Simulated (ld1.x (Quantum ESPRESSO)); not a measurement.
**Ranking PAW potentials for selenium (Se)**

All share these settings but for the change named:

```
Element                 : selenium
Generator               : ld1.x (Quantum ESPRESSO) 7.5
Type                    : PAW
Functional              : PBE
Relativity              : scalar-relativistic
Frozen core             : [Ar] 3d10
Valence charge          : 6
Reference configuration : 4s2 4p4
Partial waves           : 4s (bound): rcut 1.30, rcutus 1.70 bohr; 4s channel at 0.9 Ry: rcut 1.30, rcutus 1.70 bohr; 4p (bound): rcut 1.65, rcutus 2.00 bohr; 4p channel at 1.35 Ry: rcut 1.65, rcutus 2.00 bohr; 4d channel at 0.1 Ry: rcut 1.65, rcutus 1.90 bohr
Local potential         : all-electron potential smoothed inside 1.90 bohr (lloc = -2)
Core correction         : Bessel-smoothed model core, default radius (core density twice the valence density)
Augmentation charge     : PSQ, inside the norm-conserving radii
```

Cutoff: the first of the cutoffs (Ry, on a coarse ladder) from which the occupation-weighted sum of valence levels, in a spherical-Bessel basis at the reference potential, stays within 10 and 1 mRy of its value at 400 Ry; the density cutoff is not measured.

The base gives 15 Ry.

Of 9 variants that were run, those that failed, showed a ghost or another fault, or gave nearly equal values are left out.

A variant can come out equal or close to the base.

Q: Rank these variants from softest to hardest (loose cutoff).
A. wave 4d channel at 0.1 Ry: rcut 1.65, rcutus 1.90 bohr becomes 4d channel at 0.1 Ry: rcut 1.65, rcutus 2.50 bohr
B. core [Ne], valence charge 24; reference 3s2 3p6 3d10 4s2 4p4; waves now 3s (bound): rcut 1.00, rcutus 1.05 bohr; 4s (bound): rcut 1.00, rcutus 1.05 bohr; 3p (bound): rcut 0.95, rcutus 1.05 bohr; 4p (bound): rcut 0.95, rcutus 1.05 bohr; 3d (bound): rcut 1.15, rcutus 1.30 bohr; 3d channel at -1.2 Ry: rcut 1.15, rcutus 1.30 bohr; 4f channel at 0.45 Ry: rcut 0.95, rcutus 1.30 bohr; local potential all-electron potential smoothed inside 1.30 bohr (lloc = -1); core correction Bessel-smoothed model core inside 1.05 bohr
C. waves 4p (bound): rcut 1.65, rcutus 2.30 bohr; 4p channel at 1.35 Ry: rcut 1.65, rcutus 2.30 bohr

A: C (12 Ry), A (15 Ry), B (160 Ry).
